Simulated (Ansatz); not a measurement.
Coupled-cluster run, C$_{5}$H$_{4}$O$_{2}$ (`C#COC(=O)C=C`).

```yaml
crystal:
  periodic: [false, false, false]
  atoms:
    - {symbol: C, position_ang: [-0.674853, -2.017133, -2.343226]}
    - {symbol: C, position_ang: [-0.323770, -1.327473, -1.431890]}
    - {symbol: O, position_ang: [0.125048, -0.630175, -0.427995]}
    - {symbol: C, position_ang: [-0.590964, 0.508379, -0.062445]}
    - {symbol: O, position_ang: [-1.577739, 0.849894, -0.631323]}
    - {symbol: C, position_ang: [0.031085, 1.188280, 1.078361]}
    - {symbol: C, position_ang: [1.135137, 0.778518, 1.690461]}
    - {symbol: H, position_ang: [-0.999559, -2.620285, -3.155775]}
    - {symbol: H, position_ang: [-0.502156, 2.079022, 1.388143]}
    - {symbol: H, position_ang: [1.662178, -0.113102, 1.374350]}
    - {symbol: H, position_ang: [1.540693, 1.330974, 2.529540]}
basis:
  gaussian: {orbitals: def2-TZVPP}
correlation: {method: ccsd_t}
```

```sh
$ ansatz run in.yaml --threads 4 --pin off --events-out ev --progress --plain --max-ram 10444MiB
```

Output of Ansatz, abridged:

```
Functional definition: HF
1695 factors; integrals over basis functions are off by at most 6.1e-4 eV
mean field evaluation 1: about -9285.1311 eV, gradient 4.8e1 eV
mean field evaluation 2: about -9285.6243 eV, gradient 4.8e1 eV
mean field evaluation 4: about -9290.6060 eV, gradient 6.9e0 eV
mean field evaluation 8: about -9290.7508 eV, gradient 6.2e-1 eV
mean field evaluation 16: about -9290.7532 eV, gradient 1.5e-6 eV
mean field -9290.75316119 eV, -341.4288811749 hartree, gradient 1.5e-6 eV, S^2 0.000000; 0 other end points of the search recorded, 0 dependent functions left out; unrestricted orbitals would lower it
7 core orbitals not correlated: weight in the atoms' cores, before any rotation towards them, 1.000 or more for the frozen orbitals, at most 0.000 for the correlated occupied ones
reference -9290.75316119 eV, -341.4288811749 hartree; 18, 18 occupied and 248, 248 virtual orbitals, 1695 factors
second order -33.22510198 eV of doubles, -0.00000000 eV of singles
cycle   1  -32.63522704 eV  change    5.9e-1 eV  update   1.5e-1
cycle   2  -33.55415272 eV  change   -9.2e-1 eV  update   4.7e-2
cycle   3  -33.78544217 eV  change   -2.3e-1 eV  update   2.4e-2
cycle   4  -33.77038140 eV  change    1.5e-2 eV  update   6.8e-3
cycle   5  -33.76934660 eV  change    1.0e-3 eV  update   3.3e-3
cycle   6  -33.77214739 eV  change   -2.8e-3 eV  update   9.9e-4
cycle   7  -33.77203522 eV  change    1.1e-4 eV  update   5.1e-4
cycle   8  -33.77175250 eV  change    2.8e-4 eV  update   1.7e-4
cycle   9  -33.77178446 eV  change   -3.2e-5 eV  update   7.7e-5
cycle  10  -33.77181443 eV  change   -3.0e-5 eV  update   2.5e-5
perturbative correction -1.65152831 eV, -0.0606925461 hartree
Total energy: -9326.17650393 eV, -342.7306650098 hartree
```

It took 2.7 min on 4 threads of an Intel Xeon Platinum 8488C on a shared host, with 8.1 GiB of host memory at the peak.

The correlation energy is -35.423 eV, 4.7 % of it from (T); the T1 diagnostic reads 0.0154.
